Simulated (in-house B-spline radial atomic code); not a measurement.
Ionising Cd⁵⁺ with different functionals

Computed with an all-electron radial atomic-structure program (B-spline basis): non-relativistic Hamiltonian, point nucleus, spin-polarised at highest spin, spherical fractional occupations for the functionals, and exact exchange of hybrids averaged over the configuration. The ionisation energy is the difference of two self-consistent energies, [Kr] 4d7 → [Kr] 4d6, without Breit or QED terms; ε is the level of the shell that loses the electron (its least bound occupied spin orbital). There is no spin-orbit coupling in this Hamiltonian.

| method | rung | ΔSCF (eV) | -ε(4d) (eV) |
| --- | --- | --- | --- |
| PBE0 | global hybrid | 88.56 | 82.12 |
| B3LYP | global hybrid | 88.66 | 81.69 |
| TPSSh | global hybrid | ? | ? |
| M06-2X | global hybrid | 88.87 | 85.29 |
| BHandHLYP | global hybrid | 88.33 | 84.46 |
| r2SCAN0 | global hybrid | 88.28 | 81.98 |
| B97-1 | global hybrid | 88.70 | 81.80 |
| HSE06 | range-separated hybrid | ? | ? |
| wB97X | range-separated hybrid | 88.51 | 84.67 |
| CAM-B3LYP | range-separated hybrid | 88.61 | 83.65 |
| LC-wPBE | range-separated hybrid | 88.65 | 84.97 |

(1) What does TPSSh give?

(2) What does HSE06 give?

(3) Among the functionals, which spreads more, the ΔSCF values or the orbital energies?

(4) How do they compare with the NIST value?

## Answers

(1) ΔSCF 88.46 eV, and -ε(4d) = 80.49 eV.

(2) ΔSCF 88.52 eV, and -ε(4d) = 81.67 eV.

(3) The orbital energies: ΔSCF values span about 0.58 eV and the orbital energies 4.80 eV; here energy differences depend much less on the functional than eigenvalues do.

(4) NIST lists 87 eV ± 2 (tabulated theory, ground level to ground level). Errors run from +1.28 to +1.87 eV; all lie within about twice that uncertainty, so the table can't rank the methods.
